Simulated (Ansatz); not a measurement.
CH5BClNSn, relaxed with RKS PBE-D4/def2-SVP in the Gaussian-basis code of Ansatz from a rough embedded geometry. The force threshold is 0.03 eV/Å; the program also tests the step.

The species carries charge 0 and has multiplicity 1. Sn: def2 effective core potential. The bonds changed during the relaxation, so this is another structure than the one it started from.

Start:

```xyz
10

N    -0.060    2.024    0.386
B     0.111    0.637   -0.054
C     0.986   -0.445   -0.719
Sn   -0.700   -1.634   -0.339
Cl   -0.731   -2.495    1.881
H    -1.020    2.088    0.934
H     0.640    2.211    1.143
H     1.095   -0.300   -1.844
H     1.859   -0.696   -0.196
H    -2.180   -1.390   -1.192
```

```csv
step,energy (eV),largest force (eV/Å),largest move (Å)
1,-21622.1081,2.932,0.000
2,-21622.8183,2.466,0.195
3,-21623.3545,2.120,0.193
4,-21623.8719,2.162,0.198
5,-21624.1971,1.289,0.195
6,-21624.3835,0.501,0.197
7,-21624.5354,0.358,0.195
8,-21624.6314,0.288,0.193
9,-21624.7288,0.508,0.195
10,-21624.8641,1.101,0.195
11,-21625.0935,1.558,0.194
13,-21625.5176,0.683,0.146
15 (rejected),-21625.6294,0.749,0.157
17,-21625.6869,0.077,0.098
19,-21625.7134,0.514,0.197
21,-21625.7496,0.294,0.200
23,-21625.7759,0.471,0.159
25,-21625.8191,0.476,0.195
27,-21625.8502,0.152,0.043
29,-21625.8837,0.276,0.193
31,-21625.9121,0.256,0.061
33,-21625.9240,0.154,0.061
35,-21625.9294,0.132,0.017
37,-21625.9302,0.036,0.006
38,-21625.9303,0.025,0.005
```

End:

```xyz
10

N    -0.656    0.940    0.646
B    -0.166    0.709   -0.707
C     0.789   -0.458   -0.937
Sn   -0.873   -1.641    0.231
Cl    0.560   -1.686    2.241
H    -1.373    1.642    0.849
H    -0.097    0.689    1.474
H     1.025   -0.755   -1.974
H     1.606   -0.675   -0.226
H    -0.816    1.235   -1.596
```

It took 58 s on 4 threads of a server CPU on a shared host, with 0.19 GiB of host memory at the peak.
